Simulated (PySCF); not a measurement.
## Electron correlation in Sn+ (tin, charge +1)

[Kr] 4d10 5s2 5p1, 2P determinant. All numbers are calculated (PySCF 2.14, scalar relativity by spin-free X2C-1e, in x2c-TZVPPall with one added diffuse shell each of s, p, d, f type (9s7p5d3f, 76 functions)). Frozen: [Kr] 4d10; 3 electrons correlated.

| level | correlation energy (mhartree) |
| --- | --- |
| CCSD | -43.29 |
| (T) | -0.64 |
| CCSD(T) | -43.93 |

Diagnostics: T1 = 0.010, D1 = 0.0235, largest double amplitude 0.093.

Q: Is a single reference adequate?

A: Mostly. T1 lies below 0.03, but a double amplitude of this size points to a near-degeneracy that CCSD handles and MP2 describes poorly.
